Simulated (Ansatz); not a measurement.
## SnTe: a line through the functionals

SnTe has 2 atoms, charge 0, and is taken as a singlet. SMILES: `[Sn][Te]`. The shape is that of a PBE0-D4/def2-TZVP optimisation.

The HOMO–LUMO gap y, in eV, basis def2-TZVPPD with a core potential; a is the functional's share of exact exchange. Programs: Ansatz 0.2.0.

| functional | program | a | y (eV) |
| --- | --- | --- | --- |
| r2SCAN | Ansatz | 0 | 2.86 |
| PBE | Ansatz | 0 | 2.58 |
| B3LYP | Ansatz | 0.2 | ? |
| PBE0 | Ansatz | 0.25 | 4.03 |
| BHLYP | Ansatz | 0.5 | 5.37 |

Question: Fit y = c + s·a to the known rows and predict B3LYP.

Answer: 
1. Means of the 4 rows: a = 0.1875, y = 3.710.
2. Σ(Δa)² = 0.17188, Σ(Δa·Δy) = 0.91, so the slope is 0.91/0.17188 = 5.2944.
3. Intercept: 3.710 − (5.2944) × 0.1875 = 2.717. The largest residual of the fit is 0.14.
4. B3LYP: 2.717 + (5.2944) × 0.2 = 3.78 eV.

The run gave 3.65 eV, so the prediction is off by +0.13 eV, within the scatter of the fit. Exact exchange lowers occupied levels and raises empty ones. The rows mix families of semi-local functionals, which the line can't see.
